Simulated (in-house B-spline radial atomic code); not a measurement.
Whole-atom quantities along the 59-electron series, configuration 1s2 2s2 2p6 3s2 3p6 3d10 4s2 4p6 4d10 4f5/2(6) 4f7/2(5) 5s2. Breit and QED terms are first order and not part of the total energy; the density at the nucleus is averaged over the nuclear charge. Computed with an all-electron radial atomic-structure program (B-spline basis): Dirac-Hartree-Fock, jj configuration that fills j = l - 1/2 first, finite nuclei.

```json
{"ion": "Tm10+", "Z": "69", "E/Z² (Eh)": "-2.845", "Σ<r²> (bohr²)": "15.588", "n(0)/Z³ (bohr⁻³)": "2.6824", "Lamb diamagnetic shielding (ppm)": "8540.68", "repulsion over attraction": "0.14034", "Breit energy (eV)": "359.44", "self-energy (eV)": "292.22", "vacuum polarisation (eV)": "-49.049"}
{"ion": "Yb11+", "Z": "70", "E/Z² (Eh)": "-2.8635", "Σ<r²> (bohr²)": "14.485", "n(0)/Z³ (bohr⁻³)": "2.7719", "Lamb diamagnetic shielding (ppm)": "8721.66", "repulsion over attraction": "0.13892", "Breit energy (eV)": "377.76", "self-energy (eV)": "308.49", "vacuum polarisation (eV)": "-52.514"}
{"ion": "Lu12+", "Z": "71", "E/Z² (Eh)": "-2.8819", "Σ<r²> (bohr²)": "13.519", "n(0)/Z³ (bohr⁻³)": "2.8696", "Lamb diamagnetic shielding (ppm)": "8904.13", "repulsion over attraction": "0.13749", "Breit energy (eV)": "396.75", "self-energy (eV)": "325.5", "vacuum polarisation (eV)": "-56.198"}
{"ion": "Hf13+", "Z": "72", "E/Z² (Eh)": "-2.9001", "Σ<r²> (bohr²)": "12.663", "n(0)/Z³ (bohr⁻³)": "2.9867", "Lamb diamagnetic shielding (ppm)": "9088.25", "repulsion over attraction": "0.13604", "Breit energy (eV)": "416.45", "self-energy (eV)": "343.28", "vacuum polarisation (eV)": "-60.127"}
{"ion": "Ta14+", "Z": "73", "E/Z² (Eh)": "-2.9183", "Σ<r²> (bohr²)": "11.898", "n(0)/Z³ (bohr⁻³)": "3.1053", "Lamb diamagnetic shielding (ppm)": "9274.01", "repulsion over attraction": "0.13459", "Breit energy (eV)": "436.86", "self-energy (eV)": "361.85", "vacuum polarisation (eV)": "-64.296"}
{"ion": "W15+", "Z": "74", "E/Z² (Eh)": "-2.9363", "Σ<r²> (bohr²)": "11.209", "n(0)/Z³ (bohr⁻³)": "3.228", "Lamb diamagnetic shielding (ppm)": "9461.53", "repulsion over attraction": "0.13313", "Breit energy (eV)": "457.99", "self-energy (eV)": "381.26", "vacuum polarisation (eV)": "-68.723"}
{"ion": "Re16+", "Z": "75", "E/Z² (Eh)": "-2.9542", "Σ<r²> (bohr²)": "10.586", "n(0)/Z³ (bohr⁻³)": "3.3596", "Lamb diamagnetic shielding (ppm)": "9650.9", "repulsion over attraction": "0.13167", "Breit energy (eV)": "479.87", "self-energy (eV)": "401.54", "vacuum polarisation (eV)": "-73.429"}
```

Task: With what power of Z does the column «self-energy (eV)» change over this range?

Result: A fit of the logarithm of its size against log Z from Z = 69 to 75 has slope 3.81. One-loop self-energy scales as Z⁴F(Zα), with F falling from low Z to about Z = 90.
